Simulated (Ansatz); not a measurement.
C2H4BN, SMILES `C#CBN`: the same geometry under several functionals.

```yaml
crystal:
  periodic: [false, false, false]
  atoms:
    - {symbol: C, position_ang: [-0.386309, 1.935528, -0.918841]}
    - {symbol: C, position_ang: [-0.047563, 0.979563, -0.265355]}
    - {symbol: B, position_ang: [0.399795, -0.207695, 0.584884]}
    - {symbol: N, position_ang: [0.008715, -1.496634, 0.250830]}
    - {symbol: H, position_ang: [-0.684229, 2.781136, -1.494425]}
    - {symbol: H, position_ang: [1.090831, -0.041395, 1.546605]}
    - {symbol: H, position_ang: [0.282191, -2.302698, 0.784939]}
    - {symbol: H, position_ang: [-0.571332, -1.704806, -0.544436]}
basis:
  gaussian: {orbitals: def2-TZVPP}
hamiltonian: {xc: {name: r2SCANh}, dispersion: d4}
output: {orbitals: {seedname: orbitals}}
```

```sh
$ ansatz run in.yaml --threads 2 --pin off --events-out ev --progress --plain --max-ram 4352MiB
```

Output, abridged:

```
Functional definition: r2SCANh
920 factors; their error is unknown
mean field evaluation 1: about -4294.4350 eV, gradient 6.7e1 eV
mean field evaluation 2: about -4286.7979 eV, gradient 8.5e1 eV
mean field evaluation 4: about -4303.5520 eV, gradient 9.1e0 eV
mean field evaluation 8: about -4303.7544 eV, gradient 2.0e-1 eV
mean field evaluation 16: about -4303.7494 eV, gradient 5.2e-5 eV
mean field -4303.74944267 eV, -158.1598748320 hartree, gradient 5.2e-5 eV, S^2 0.000000; 0 other end points of the search recorded, 0 dependent functions left out
reference -4303.74945305 eV, -158.1598752135 hartree; 14, 14 occupied and 166, 166 virtual orbitals, 920 factors
Total energy: -4303.77870394 eV, -158.1609501638 hartree
```

Run time 3.4 s (2 threads of an Arm Neoverse V1 on a shared host); peak host memory 0.32 GiB.

Changing it to `hamiltonian: {xc: {name: B3LYP}, dispersion: d4}` and forces (abridged; 2.7 s):

```
Functional definition: B3LYP
mean field evaluation 16: about -4307.0171 eV, gradient 4.0e-5 eV
mean field -4307.01713366 eV, -158.2799602609 hartree, gradient 4.0e-5 eV, S^2 0.000000
Total energy: -4307.19842770 eV, -158.2866226941 hartree
Atom 0 force    -0.024511     0.070040    -0.047617 eV/Å
Atom 1 force    -0.000056     0.033296    -0.005717 eV/Å
Atom 2 force     0.090475     0.142507     0.104874 eV/Å
Atom 3 force    -0.016174    -0.093134    -0.006919 eV/Å
Atom 4 force     0.031117    -0.089939     0.060333 eV/Å
Atom 5 force    -0.067590    -0.019496    -0.093509 eV/Å
Atom 6 force    -0.008237    -0.020767    -0.008389 eV/Å
Atom 7 force    -0.005024    -0.022507    -0.003057 eV/Å
Dipole moment:    -0.124035    -0.325341    -0.120569 e Å
```

With the line `hamiltonian: {xc: {name: B97M-V}}` (abridged; 7 s):

```
Functional definition: B97M-V
mean field evaluation 16: about -4306.7551 eV, gradient 1.6e-4 eV
mean field -4306.75508899 eV, -158.2703302970 hartree, gradient 3.9e-5 eV, S^2 0.000000
Total energy: -4306.75514617 eV, -158.2703323981 hartree
```

Changing it to `hamiltonian: {xc: {name: wB97M-V}}` and forces (abridged; 8 s):

```
Functional definition: wB97M-V
mean field evaluation 16: about -4304.8580 eV, gradient 6.1e-5 eV
mean field -4304.85803367 eV, -158.2006147997 hartree, gradient 6.1e-5 eV, S^2 0.000000
Total energy: -4304.85807971 eV, -158.2006164917 hartree
Atom 0 force     0.055221    -0.168250     0.108536 eV/Å
Atom 1 force    -0.144663     0.399034    -0.277325 eV/Å
Atom 2 force     0.170109    -0.090881     0.260112 eV/Å
Atom 3 force    -0.027382    -0.089334    -0.023652 eV/Å
Atom 4 force     0.023805    -0.069021     0.046181 eV/Å
Atom 5 force    -0.086531    -0.025644    -0.119587 eV/Å
Atom 6 force    -0.013084     0.034417    -0.025057 eV/Å
Atom 7 force     0.022525     0.009679     0.030793 eV/Å
Dipole moment:    -0.125291    -0.325001    -0.122428 e Å
```

Changing it to `hamiltonian: {xc: lda}` (abridged; 0.95 s):

```
Functional definition: SPW92
mean field evaluation 16: about -4266.6589 eV, gradient 2.7e-4 eV
mean field -4266.65892422 eV, -156.7968234196 hartree, gradient 4.4e-5 eV, S^2 0.000000
Total energy: -4266.65896068 eV, -156.7968247598 hartree
```

The same input with `hamiltonian: {xc: {name: LC-wPBE}}` (abridged; 1.9 s):

```
Functional definition: LC-wPBE
mean field evaluation 16: about -4303.3179 eV, gradient 4.2e-5 eV
mean field -4303.31789298 eV, -158.1440156732 hartree, gradient 4.2e-5 eV, S^2 0.000000
Total energy: -4303.31789298 eV, -158.1440156735 hartree
```

B3LYP takes the VWN-RPA correlation (the form of Gaussian; ORCA's B3LYP/G).
